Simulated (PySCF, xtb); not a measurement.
ClH₆NSSi₂, SMILES N[SiH2]S[SiH2]Cl.

GFN2-xTB in xtb at its own geometry gives an orbital gap of 4.53 eV and a dipole moment of 2.29 D.

Geometry: B3LYP-D3(BJ)/def2-SVP. This is a generated structure with no PubChem entry under its InChIKey; it may be hypothetical. One conformer was computed; it need not be the lowest.

**Question.** What does r2SCAN/def2-TZVP run with PySCF give? (An estimate is asked for; the answer gives what the named calculation found.)

**Answer.** gap 5.81 eV (levels -6.57 and -0.76 eV), dipole 0.58 D.
